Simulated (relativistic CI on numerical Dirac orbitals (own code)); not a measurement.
# Radial parameters of Os22+

Calculated at this level of theory: Dirac-Coulomb-Breit CI, KLI orbitals optimised for each configuration, QED by a radiative potential, unscaled Slater integrals (own radial code, finite nucleus).

Slater integrals F^k, G^k are unscaled and averaged over j, outside the closed core [Ar] 3d10 4p6 4d10; ζ comes from projecting the Hamiltonian with its Breit term on Σ l·s of the shell.

- 4s2.4f8: F^2(4f,4f) = 222390, F^4(4f,4f) = 143750, F^6(4f,4f) = 104720, ζ(4f) = 7854.6 cm⁻¹; <r>(4f) = 0.4623, <r^2>(4f) = 0.2482 (bohr units).
- 4s2.4f7.5s: F^2(4f,4f) = 225080, F^4(4f,4f) = 145600, F^6(4f,4f) = 106110, ζ(4f) = 8073.1, G^3(4f,5s) = 34675 cm⁻¹; <r>(4f) = 0.4577, <r^2>(4f) = 0.2431, <r>(5s) = 0.8184, <r^2>(5s) = 0.7455 (bohr units).
- 4s2.4f6.5s2: F^2(4f,4f) = 228010, F^4(4f,4f) = 147630, F^6(4f,4f) = 107630, ζ(4f) = 8294.3 cm⁻¹; <r>(4f) = 0.4528, <r^2>(4f) = 0.2376 (bohr units).

Averages of the first 5 configurations, taken without configuration mixing, which lowers the lowest level and can move excited configurations by several eV; other configurations of the list can lie among them:

```
Configuration  Parity  States  Average energy above the lowest level (eV)
      4s2.4f8    even    3003                                        21.2
   4s2.4f7.5s     odd    6864                                        83.0
  4s2.4f6.5s2    even    3003                                       153.9
   4s2.4f7.6s     odd    6864                                       317.7
         4f10    even    1001                                      1270.5
```
